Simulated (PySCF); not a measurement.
H4Se2Si, SMILES [SeH][SiH2][SeH], PBE0/def2-SVP optimised geometry.

```
7

Se     1.58    -0.85     0.00
Si    -0.71    -0.85     0.00
Se    -1.66     1.22     0.00
H      1.66    -0.04     1.22
H     -1.28    -1.49     1.22
H     -1.05    -1.64    -1.22
H     -0.96     1.64    -1.22
```

Density from PBE0/def2-TZVP (PySCF 2.14.0) at that geometry.

Minimum of the electron density along straight lines between bonded atoms, close to the bond critical point (lines longer than 1.1 times the sum of covalent radii, or with two minima, are not listed):

```csv
bond,length / Å,ρ at the minimum / e bohr⁻³,∇²ρ there / e bohr⁻⁵,position (fraction from the first atom)
Se1–Si2,2.282,0.091,-0.01,0.65
Si2–Se3,2.282,0.091,-0.01,0.35
Se1–H4,1.472,0.174,-0.31,0.63
Si2–H5,1.491,0.122,0.14,0.49
Si2–H6,1.491,0.122,0.14,0.49
Se3–H7,1.472,0.174,-0.31,0.63
```
